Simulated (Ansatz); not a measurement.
The same path of CH₇GaO (10 atoms, charge 0, multiplicity 1) was run twice with different band settings. Lost on the way: Ga1–H2, H5–O6. Made: H2–H5.

These are results of Ansatz 0.2.0, RKS r2SCAN-D4/def2-SVP, not measurements.

Relaxed end points:

```xyz
10
Properties=species:S:1:pos:R:3
Ga 0.323 -1.632 -0.126
H 1.746 -1.950 -0.717
H -0.965 -1.919 -0.977
H 0.170 -1.560 1.444
H 1.318 0.795 -0.251
O 0.431 0.473 -0.465
C -0.555 1.299 0.163
H -0.474 1.258 1.261
H -0.463 2.336 -0.192
H -1.532 0.900 -0.139
```

```xyz
10
Properties=species:S:1:pos:R:3
Ga -0.095 -1.370 0.416
H 2.025 -1.019 -1.315
H -0.987 -1.730 -0.814
H 0.749 -2.273 1.353
H 1.925 -0.411 -0.868
O -0.082 0.350 0.903
C -0.744 1.382 0.221
H -1.351 1.976 0.929
H -0.017 2.073 -0.246
H -1.422 1.021 -0.579
```

Common settings: movable images 9; climbing image yes; spring 5.0 eV/Å²; optimiser quadratic models (default); start path through a guess of the saddle point; end points relaxed.

| run | force threshold | iteration limit |
| --- | --- | --- |
| 1 | 0.05 eV/Å | 57 |
| 2 | 0.5 eV/Å | 60 |

What does each run give, and how far can it be trusted?

Run 1: converged after 30 iterations, highest image 0.958 eV above the first end. The profile has 2 maxima (images 2, 5) with wells between them (image 3): this band takes more than one step, which may be the mechanism or a detour left from its start path. A vibrational analysis at the climbing image gives one clearly imaginary mode, 1042i cm⁻¹: a first-order saddle point.
Run 2: converged after 9 iterations, highest image 0.977 eV above the first end. The threshold of 0.5 eV/Å is loose, so the images may lie well off the minimum-energy path. The order of the stationary point at the top wasn't checked.
The orbitals stay closed-shell, which can raise the energy where a bond breaks towards radicals; this wasn't checked here.
